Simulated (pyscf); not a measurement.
# H₃C–OH⁺–CH=O, singlet

Gas-phase minimum from PySCF at ωB97X-D3(BJ)/def2-SVP, one conformer. H₃C–OH⁺–CH=O lies 22.5 kcal/mol over its isomer H₃C–O–CH=OH⁺ (electronic energy, ωB97M-D3(BJ)/def2-TZVP). 

```
O
H 1 0.9815
C 1 1.4835 2 118.12
H 3 1.0963 1 106.78 2 -58.23
H 3 1.0967 4 110.93 1 114.90
H 3 1.0968 4 113.12 5 126.51
C 1 1.5064 2 113.79 3 168.75
O 7 1.1577 1 117.60 2 3.27
H 7 1.1047 8 135.00 1 -179.16
```
Charge +1, spin multiplicity 1.

Properties at ωB97X-D3(BJ)/def2-SVP:

```
Quantity                                                                                                                                                                                                                                 Result
---------------------------------------------------------------------------------------------------------------------  ------------------------------------------------------------------------------------------------------------------------
Harmonic wavenumbers, unscaled                                                                                         37, 127, 276, 465, 477, 767, 929, 983, 1156, 1163, 1313, 1397, 1454, 1464, 1481, 2045, 3113, 3193, 3255, 3262, 3676 cm⁻¹
Zero-point energy                                                                                                                                                                                                                 45.8 kcal/mol
Rotational symmetry number                                                                                                                                                                                                                    1
Entropy of this conformer at 298 K and 1 atm, rigid rotor and harmonic oscillator, modes under 100 cm⁻¹ raised to 100                                                                                                           301.6 J/(mol K)
Dipole moment                                                                                                                                                                                                                 depends on origin
```

Single-point totals, which compare only within one level (frozen core for MP2 and CC):

```json
[
 {"level": "ωB97X-D3(BJ)/def2-TZVP", "total energy (hartree)": "-229.49552"},
 {"level": "PBE/def2-TZVP", "total energy (hartree)": "-229.17336"},
 {"level": "r²SCAN/def2-TZVP", "total energy (hartree)": "-229.31065"},
 {"level": "B3LYP-D3(BJ)/def2-TZVP", "total energy (hartree)": "-229.44559"},
 {"level": "PBE0-D3(BJ)/def2-TZVP", "total energy (hartree)": "-229.17905"},
 {"level": "M06-2X/def2-TZVP", "total energy (hartree)": "-229.33324"},
 {"level": "ωB97M-D3(BJ)/def2-TZVP", "total energy (hartree)": "-229.48417"},
 {"level": "HF/def2-TZVPP", "total energy (hartree)": "-228.16348"},
 {"level": "MP2/def2-TZVPP", "total energy (hartree)": "-228.95599"},
 {"level": "CCSD/def2-TZVPP", "total energy (hartree)": "-228.97629"},
 {"level": "CCSD(T)/def2-TZVPP", "total energy (hartree)": "-229.00913"}
]
```

The lowest mode is so soft that the shape along it may change with the basis. Soft torsions are taken as harmonic, which can shift the entropy by several J/(mol K). The CCSD(T) − MP2 part came from Ansatz, without density fitting, on the same reference.
